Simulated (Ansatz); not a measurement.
```yaml
crystal:
  periodic: [false, false, false]
  atoms:
    - {symbol: C, position_ang: [-0.563014, -1.619585, -3.106185]}
    - {symbol: O, position_ang: [-0.552051, -0.819627, -1.975683]}
    - {symbol: Zr, position_ang: [-0.403903, -0.077411, -0.190068]}
    - {symbol: O, position_ang: [-1.981399, -0.352494, 0.904314]}
    - {symbol: C, position_ang: [-2.974805, -0.828597, 1.743365]}
    - {symbol: N, position_ang: [0.032917, 1.912443, -0.298091]}
    - {symbol: C, position_ang: [0.689486, 2.531775, -1.421295]}
    - {symbol: C, position_ang: [-0.342706, 2.863307, 0.717354]}
    - {symbol: N, position_ang: [1.197832, -0.944704, 0.747415]}
    - {symbol: C, position_ang: [2.417286, -0.381208, 1.258432]}
    - {symbol: C, position_ang: [1.121466, -2.369475, 0.948650]}
    - {symbol: H, position_ang: [-1.518182, -2.149285, -3.205481]}
    - {symbol: H, position_ang: [0.238885, -2.367469, -3.071360]}
    - {symbol: H, position_ang: [-0.419673, -1.013663, -4.008764]}
    - {symbol: H, position_ang: [-3.703523, -1.432564, 1.189325]}
    - {symbol: H, position_ang: [-2.554639, -1.451330, 2.542906]}
    - {symbol: H, position_ang: [-3.514922, 0.002470, 2.212385]}
    - {symbol: H, position_ang: [0.054225, 3.294216, -1.897270]}
    - {symbol: H, position_ang: [1.624938, 3.028166, -1.121922]}
    - {symbol: H, position_ang: [0.939570, 1.788652, -2.184071]}
    - {symbol: H, position_ang: [0.534974, 3.378235, 1.136440]}
    - {symbol: H, position_ang: [-0.859343, 2.366629, 1.544030]}
    - {symbol: H, position_ang: [-1.017721, 3.638203, 0.323272]}
    - {symbol: H, position_ang: [2.440322, 0.697250, 1.088371]}
    - {symbol: H, position_ang: [3.304987, -0.817692, 0.773726]}
    - {symbol: H, position_ang: [2.526477, -0.554085, 2.340893]}
    - {symbol: H, position_ang: [1.939789, -2.904869, 0.442593]}
    - {symbol: H, position_ang: [1.161106, -2.640892, 2.015037]}
    - {symbol: H, position_ang: [0.181609, -2.776375, 0.551679]}
basis:
  gaussian: {orbitals: def2-TZVPD}
hamiltonian: {xc: {name: B3LYP5}}
accuracy: high
output: {forces: true}
```

```sh
$ ansatz run in.yaml --threads 10 --pin off --events-out ev --progress --plain --max-ram 110592MiB --backend cuda --devices 0, --max-vram 75GiB
```

It prints (some lines left out):

```
Functional definition: B3LYP5
9828 factors; integrals over basis functions are off by at most 4.0e-8 eV
mean field evaluation 1: about -14835.5576 eV, gradient 1.3e2 eV
mean field evaluation 2: about -14704.4908 eV, gradient 2.8e2 eV
mean field evaluation 4: about -14870.6544 eV, gradient 1.6e1 eV
mean field evaluation 8: about -14871.2491 eV, gradient 3.8e-1 eV
mean field evaluation 16: about -14871.5370 eV, gradient 1.1e-3 eV
mean field -14871.53704329 eV, -546.5189060512 hartree, gradient 6.7e-8 eV, S^2 0.000000; 0 other end points of the search recorded, 0 dependent functions left out
reference -14871.53712101 eV, -546.5189089074 hartree; 48, 48 occupied and 530, 530 virtual orbitals, 9828 factors
Total energy: -14871.53712101 eV, -546.5189089074 hartree
Atom 0 at    -0.563014    -1.619585    -3.106185 Å, force    -0.011531    -0.212213    -0.330151 eV/Å
Atom 1 at    -0.552051    -0.819627    -1.975683 Å, force    -0.034555     0.025180    -0.101088 eV/Å
Atom 2 at    -0.403903    -0.077411    -0.190068 Å, force    -0.008155     0.043549    -0.015742 eV/Å
Atom 3 at    -1.981399    -0.352494     0.904314 Å, force    -0.094693     0.043916     0.023615 eV/Å
Atom 4 at    -2.974805    -0.828597     1.743365 Å, force    -0.294565    -0.119701     0.236517 eV/Å
Atom 5 at     0.032917     1.912443    -0.298091 Å, force     0.002741     0.073411    -0.013698 eV/Å
Atom 6 at     0.689486     2.531775    -1.421295 Å, force     0.151065     0.116617    -0.266353 eV/Å
Atom 7 at    -0.342706     2.863307     0.717354 Å, force    -0.096288     0.199043     0.247481 eV/Å
Atom 8 at     1.197832    -0.944704     0.747415 Å, force     0.072793    -0.021406     0.040973 eV/Å
Atom 9 at     2.417286    -0.381208     1.258432 Å, force     0.263378     0.153437     0.104445 eV/Å
Atom 10 at     1.121466    -2.369475     0.948650 Å, force    -0.032626    -0.329058     0.039444 eV/Å
Atom 11 at    -1.518182    -2.149285    -3.205481 Å, force     0.009044    -0.002392    -0.010699 eV/Å
Atom 12 at     0.238885    -2.367469    -3.071360 Å, force    -0.010815     0.001630    -0.013809 eV/Å
Atom 13 at    -0.419673    -1.013663    -4.008764 Å, force    -0.002609    -0.015402    -0.004250 eV/Å
Atom 14 at    -3.703523    -1.432564     1.189325 Å, force    -0.003806     0.001225     0.013080 eV/Å
Atom 15 at    -2.554639    -1.451330     2.542906 Å, force    -0.016947     0.003240    -0.000727 eV/Å
Atom 16 at    -3.514922     0.002470     2.212385 Å, force    -0.007178    -0.013589     0.004273 eV/Å
Atom 17 at     0.054225     3.294216    -1.897270 Å, force     0.013624     0.006387    -0.011030 eV/Å
Atom 18 at     1.624938     3.028166    -1.121922 Å, force    -0.000441     0.008587    -0.018615 eV/Å
Atom 19 at     0.939570     1.788652    -2.184071 Å, force     0.004851     0.038041     0.006459 eV/Å
Atom 20 at     0.534974     3.378235     1.136440 Å, force    -0.013712     0.013020     0.008344 eV/Å
Atom 21 at    -0.859343     2.366629     1.544030 Å, force     0.012788     0.036240    -0.010152 eV/Å
Atom 22 at    -1.017721     3.638203     0.323272 Å, force     0.001157     0.010463     0.015043 eV/Å
Atom 23 at     2.440322     0.697250     1.088371 Å, force     0.028249    -0.031867     0.019407 eV/Å
Atom 24 at     3.304987    -0.817692     0.773726 Å, force     0.013870     0.008451     0.010949 eV/Å
Atom 25 at     2.526477    -0.554085     2.340893 Å, force     0.018460     0.006659     0.001949 eV/Å
Atom 26 at     1.939789    -2.904869     0.442593 Å, force    -0.002866    -0.014984     0.010507 eV/Å
Atom 27 at     1.161106    -2.640892     2.015037 Å, force     0.004439    -0.017810    -0.004361 eV/Å
Atom 28 at     0.181609    -2.776375     0.551679 Å, force     0.034330    -0.010676     0.018187 eV/Å
Dipole moment:    -0.027699    -0.067741    -0.002624 e Å
```

It took 11 s on 10 threads of an AMD EPYC 7R13 on a shared host and a whole NVIDIA H100 80 GB, with 2.6 GiB of host memory at the peak.
